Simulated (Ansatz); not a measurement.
```yaml
crystal:
  periodic: [true, true, true]
  atoms:
    - {symbol: C, position_ang: [-1.891554, 0.582939, 1.991301]}
    - {symbol: C, position_ang: [-0.939713, 0.001856, 1.530588]}
    - {symbol: Sn, position_ang: [0.704853, -0.990472, 0.725111]}
    - {symbol: O, position_ang: [0.561298, -0.810735, -1.221215]}
    - {symbol: C, position_ang: [0.429535, 0.470508, -1.784002]}
    - {symbol: H, position_ang: [-2.734456, 1.094758, 2.397129]}
    - {symbol: H, position_ang: [2.128415, -0.211013, 1.244570]}
    - {symbol: H, position_ang: [0.630182, -2.657798, 1.014127]}
    - {symbol: H, position_ang: [0.322442, 0.357187, -2.866665]}
    - {symbol: H, position_ang: [1.309853, 1.102559, -1.599188]}
    - {symbol: H, position_ang: [-0.455556, 1.003210, -1.411156]}
basis:
  gaussian: {orbitals: def2-SVP}
hamiltonian: {xc: {name: PBE-QIDH}}
output: {forces: true}
```

```sh
$ ansatz run in.yaml --threads 4 --pin off --events-out ev --progress --plain --max-ram 10444MiB
```

Shortened log:

```
Error: YAML parse error: error: line 2 column 3: crystal: missing field `lattice` (a structure is typed as `lattice` and `atoms`, a molecule's as `atoms` in Å alone, or read from a run's directory, `checkpoint`)
 --> <input>:2:3
1 | crystal:
2 |   periodic: [true, true, true]
3 |   atoms:
4 |     - {symbol: C, position_ang: [-1.891554, 0.582939, 1.991301]}
```

In this input the molecule is marked periodic without a cell. The input was rejected before any iteration.
